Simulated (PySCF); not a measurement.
C₄H₇FSi.
SMILES with atom numbers: `[CH2:1]=[C:2]1[SiH2:3][C@@H:4]1[CH2:5][F:6]`

Probes without a nucleus sit at each ring's centroid and 1 Å off its mean plane on both sides; NICS is minus the shielding there, NICSzz its component along the normal. Level: GIAO PBE0/pcSseg-1 (PySCF, non-relativistic, gas phase) on the GFN2-xTB geometry, one conformer.

Ring bond lengths (Å), with Mayer bond orders in brackets: C2–Si3 1.858 (0.94), Si3–C4 1.912 (0.88), C4–C2 1.509 (0.86).

Task: Give the NICS values of each ring in ppm.

Result: 
```
     ring                                              type  NICS(0)  NICS(1), two faces  NICS(1)zz, two faces  rms pucker (Å)  centre to ring atoms, mean (Å)
C2–Si3–C4  3-membered ring with Si; formal bonds all single    -15.7         -7.3 / -7.2         -14.1 / -13.2            0.00                            1.02
```

Task: What do they say, and how far can they be read as aromaticity?

Result: 
- C2–Si3–C4: mean NICS(1)zz -13.6 ppm, shielded. Si3, C4 have four or more neighbours, so the value isn't read as a sign of a π ring current. NICS(0) lies 8 ppm below the mean NICS(1).

Task: What field does 1 T along the ring normal induce along that normal at the first NICS(1) probe listed for ring C2–Si3–C4, 1 Å off the ring?

Result: NICSzz × B0 = -14.1 ppm × 1 T = -14 μT, against the applied field.

Task: List the ring angles and the Hirshfeld charges of the ring atoms.

Result: 
- C2–Si3–C4: C2 68.3° (-0.096 e), Si3 47.2° (+0.313 e), C4 64.6° (-0.127 e); sum 180.0° against 180° for a flat convex ring.

Task: How shielded are the nuclei of the rings and their hydrogens (means over atoms taken as equivalent)?

Result: 
| atoms | environment | σ isotropic (ppm) |
| --- | --- | --- |
| C2 | fully substituted alkene carbon | 39.0 |
| Si3 | SiH2 silicon | 489.7 |
| C4 | sp3 carbon bound to silicon | 165.4 |
| H on Si3 | Si–H hydrogen | 28.33 |
| H on Si3 | Si–H hydrogen | 28.53 |
| H on C4 | methine hydrogen | 29.57 |

Shape of the structure used: `[CH2:1]=[C:2]1[SiH2:3][C@@H:4]1[CH2:5][F:6]`: Si3–C4–C5–F6 75°.
